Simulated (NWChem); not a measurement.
Everything below was run with NWChem. System: C2H4NO, charge 0, spin multiplicity 2, at a geometry optimised with UPBE0/def2-SVP. The structure started from a generated list of species. Its SCF solution wasn't tested for a lower state. Level: G0W0@UPBE/def2-TZVP, RI basis def2-tzvp-rifit.

Input file:

```
start mol
memory heap 200 mb stack 700 mb global 1700 mb
geometry units angstroms nocenter noautoz noautosym
  C     -1.441980    -0.278498     0.054328
  N     -0.279939    -0.330053    -0.762784
  C      0.928492    -0.054549    -0.177562
  O      1.071769     0.716270     0.751900
  H     -2.229967     0.306796    -0.447201
  H     -1.845009    -1.307141     0.137304
  H     -1.248556     0.111884     1.068037
  H      1.789889    -0.533048    -0.694452
end
basis spherical
  * library def2-tzvp
end
basis "ri basis" bse spherical
  * library def2-tzvp-rifit
end
dft
  xc xpbe96 cpbe96
  odft
  mult 2
  iterations 100
  direct
  tolerances tight
end
task dft energy
gw
  states alpha occ 4 vir 2
  states beta occ 4 vir 2
end
task dft gw
```

NWChem printed:

```
             Northwest Computational Chemistry Package (NWChem) 7.3.0
             --------------------------------------------------------

                                NWChem Input Module
                                -------------------

 Scaling coordinates for geometry "geometry" by  1.889725989
 (inverse scale =  0.529177249)

                             Geometry "geometry" -> ""
                             -------------------------

 Output coordinates in angstroms (scale by  1.889725989 to convert to a.u.)

  No.       Tag          Charge          X              Y              Z
 ---- ---------------- ---------- -------------- -------------- --------------
    1 C                    6.0000    -1.44198000    -0.27849800     0.05432800
    2 N                    7.0000    -0.27993900    -0.33005300    -0.76278400
    3 C                    6.0000     0.92849200    -0.05454900    -0.17756200
    4 O                    8.0000     1.07176900     0.71627000     0.75190000
    5 H                    1.0000    -2.22996700     0.30679600    -0.44720100
    6 H                    1.0000    -1.84500900    -1.30714100     0.13730400
    7 H                    1.0000    -1.24855600     0.11188400     1.06803700
    8 H                    1.0000     1.78988900    -0.53304800    -0.69445200

 Effective nuclear repulsion energy (a.u.)     113.1197431484

            Nuclear Dipole moment (a.u.)
            ----------------------------
        X                 Y               Z
 ---------------- ---------------- ----------------
     0.0000151178    -0.0000037795    -0.0000075589


 Summary of "ao basis" -> "" (spherical)
 ------------------------------------------------------------------------------
       Tag                 Description            Shells   Functions and Types
 ---------------- ------------------------------  ------  ---------------------
 *                         def2-tzvp                  on all atoms

 new library libraries.bse/

 Summary of "ri basis" -> "" (spherical)
 ------------------------------------------------------------------------------
[...]
     2   1 1 0     -0.968505    -18.114691    -16.877358     34.023544
     2   1 0 1     -1.750667     -9.714144     -8.641356     16.604833
     2   0 2 0    -18.005403    -23.522361    -21.085709     26.602667
     2   0 1 1     -1.291235    -12.350112    -11.121546     22.180424
     2   0 0 2    -19.937179    -30.239682    -27.709303     38.011806

 Task  times  cpu:       59.2s     wall:       59.2s

                                NWChem Input Module
                                -------------------

                                 NWChem GW Module
                                 ----------------

                             ***********************
                             ***        GW       ***
                             ***********************

 Summary of "ri basis" -> "ri basis" (spherical)
 ------------------------------------------------------------------------------
       Tag                 Description            Shells   Functions and Types
 ---------------- ------------------------------  ------  ---------------------
 C                      def2-tzvp-rifit             22       76   8s6p4d3f1g
 N                      def2-tzvp-rifit             22       76   8s6p4d3f1g
 O                      def2-tzvp-rifit             22       76   8s6p4d3f1g
 H                      def2-tzvp-rifit              7       15   4s2p1d

                 Memory Information
                 ------------------
          Available GA per process is          1699.7 MBs
          Available stack per process is        700.0 MBs
          Available heap per process is           0.0 MBs

          Peak memory in Initialization
              Peak GA per process is                 15.7 MBs
              Peak stack per process is               0.3 MBs
              Peak heap per process is               15.9 MBs
              Memory not in MA per process            0.0 MBs

          Peak memory in AFF Calculation
              Peak GA per process is                154.3 MBs
              Peak stack per process is             128.7 MBs
              Peak heap per process is                0.1 MBs
              Memory not in MA per process          128.7 MBs

          Computing 2-center integrals
          Computing Inverse Cholesky factor
          Computing 3-center integrals
          Computing V_xc ...

          Computing Sigma_x
          Computing RPA polarizability
          Solving quasiparticle equations

                  Alpha Orbitals
          State     Energy (eV)     Error (eV)
          -----------------------------------
@GW        13        -13.139           0.002
@GW        14        -10.943           0.002
@GW        15        -10.178           0.005
@GW        16         -9.730           0.005
@GW        17          1.910           0.003
@GW        18          3.150           0.002

                   Beta Orbitals
          State     Energy (eV)     Error (eV)
          -----------------------------------
@GW        12        -13.830           0.004
@GW        13        -12.883           0.004
@GW        14        -10.283           0.003
@GW        15         -9.593           0.004
@GW        16         -2.397           0.002
@GW        17          2.843           0.005

   Applying  -3.2718 eV scissor-shift to rest of particle states

   Applying   3.2153 eV scissor-shift to rest of hole states

   Applying  -3.3468 eV scissor-shift to rest of particle states

   Applying   2.8638 eV scissor-shift to rest of hole states

     GW Timing Statistics
   ------------------------
   Init.   :          0.1s
     ERIs  :          2.0s
     Distr.:          0.0s
     Vxc   :          1.5s
   Sigma_x :          0.0s
   RPA     :         18.9s
   Wmn     :          0.2s
   Sigma_c :          0.2s
   GW total:         23.0s

 Task  times  cpu:       23.0s     wall:       23.0s

 Total times  cpu:       82.2s     wall:       82.2s
```
